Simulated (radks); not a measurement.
The numbers below are computed, except where a source is named.
The nuclear charge of neutral platinum is varied continuously with 78 electrons held in [Xe] 4f14 5d9 6s1. Level of theory: scalar-relativistic Kohn-Sham, PBE, spin-polarised, spherical densities, finite nucleus; open shells are filled with parallel spins first (spin-orbit coupling, left out, can overturn this in heavy ions); Fermi nuclear charge, rms radius 5.427 fm (a radial shooting solver on a logarithmic mesh with Libxc functionals). By the Hellmann-Feynman theorem dE/dZ = E(electron-nucleus)/Z, the electronic potential at the nucleus (averaged over a nucleus of fixed radius). The scalar-relativistic energy here is not variational (the density holds large components alone), so the two differ by a part that grows with Z.

Z     E (hartree)  E(electron-nucleus)/Z (hartree)  HOMO  e(HOMO) (eV)  <r> HOMO (bohr)
77.8  -18291.6323                         -584.060    5d        -3.674            1.740
78    -18409.6971                         -586.402    5d        -5.622            1.695
78.2  -18528.2404                         -588.745    6s        -7.681            2.820
78.4  -18647.2625                         -591.089    6s        -9.362            2.745
78.6  -18766.7639                         -593.434    6s       -11.120            2.677
78.8  -18886.7449                         -595.782    6s       -12.952            2.614
79    -19007.2060                         -598.131    6s       -14.853            2.555

The central difference of E at Z = 78 is -591.520 hartree, to compare with the third column; the second derivative is -12 hartree.
